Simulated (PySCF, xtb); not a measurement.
B(Cl)(F)(NHMe) (CH4BClFN), SMILES B(NC)(Cl)F.

Coordinates come from a r2SCAN-D4/def2-SVP optimisation. The structure was generated by enumeration, and PubChem lists no compound with its InChIKey, so it may never have been made. The values are those of a single conformer.

Level of theory: IEF-PCM-B3LYP/def2-SVP (PySCF).

The values are the electrostatic part of the solvation free energy, E(continuum) − E(gas) at the gas-phase geometry, in a cavity of scaled van der Waals radii (PySCF's table); cavitation and dispersion terms are not included. In vacuum the orbital gap is 8.57 eV. The dipole moment in vacuum is 2.91 D.

```tsv
solvent	ε	ΔG(elec) (kcal/mol)	dipole (D)	gap (eV)
water	78.36	-3.4	3.56	8.38
chlorobenzene	5.70	-2.6	3.40	8.42
ethylethanoate	5.99	-2.7	3.41	8.42
```

For comparison, GFN2-xTB/ALPB(water) (xtb, at the GFN2-xTB geometry, all terms of that model) gives -4.8 kcal/mol.
